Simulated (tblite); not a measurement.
A tight-binding relaxation on `[SiH2]1C(C[C@@]1(O[SiH3])C#N)=C`.

Computed with GFN2-xTB geometry optimisation, gas phase (tblite 0.8.0). Start geometry: from a force field or distance geometry. The command runs a driver script over a list of jobs; the input below is this job's line of settings and its coordinates in Å.

Command:
```bash
OMP_NUM_THREADS=1 python probes_run.py task.json out
```

Input:
```
{"job": {"kind": "relax", "xc": "GFN2-xTB", "basis": "xTB"}, "charge": 0, "multiplicity": 1}
C     -2.871500    -0.493900    -0.418900
C     -1.697400     0.148000    -0.392600
C     -0.857600     0.849100     0.637000
C      0.336200     0.138100     0.054200
C      0.344300    -1.304200     0.320800
N      0.334500    -2.423000     0.521500
O      1.491900     0.801100     0.431000
Si     2.837900    -0.018300    -0.208200
Si    -0.349800     0.517300    -1.592700
H     -3.220700    -0.924100    -1.356600
H     -3.499500    -0.574000     0.481200
H     -1.100500     0.609600     1.690000
H     -0.823200     1.954700     0.428900
H      3.256400     0.707800    -1.420600
H      2.401400    -1.384300    -0.554400
H      3.957500    -0.040000     0.746200
H     -0.334600     1.927900    -1.997700
H     -0.214000    -0.485500    -2.645400
```

Question: What does the run print?

Answer: 
```
step      E/eV     max force
  0    -697.95819    3.688
  1    -698.31986    3.963
  2    -698.44626    5.849
  3    -698.64324    1.803
  4    -698.73678    1.237
  5    -698.80457    0.616
  6    -698.86383    0.510
  7    -698.89599    0.492
  8    -698.94113    0.518
  9    -698.97301    0.399
... (137 lines left out)
147    -699.45055    0.013
148    -699.45057    0.010
149    -699.45059    0.010
150    -699.45062    0.012
151    -699.45066    0.013
152    -699.45070    0.015
153    -699.45073    0.013
154    -699.45076    0.013
155    -699.45079    0.012
156    -699.45082    0.009
```

«max force» is the largest atomic force in eV/Å.

Question: From which step on does the largest force stay under 0.1 eV/Å, and how much energy is left to gain from there?

Answer: From step 77 (0.088 eV/Å), 12.5 meV above the end.

Main results: energy lowered by 34.4 kcal/mol over 156 steps; largest atomic force 0.009 eV/Å at the end.

Question: How long does this job take on one thread of an Arm Neoverse N1, on a shared host?

Answer: About 2.5 s.
Labels such as C1 count atoms from 1, the log's own numbers from 0.
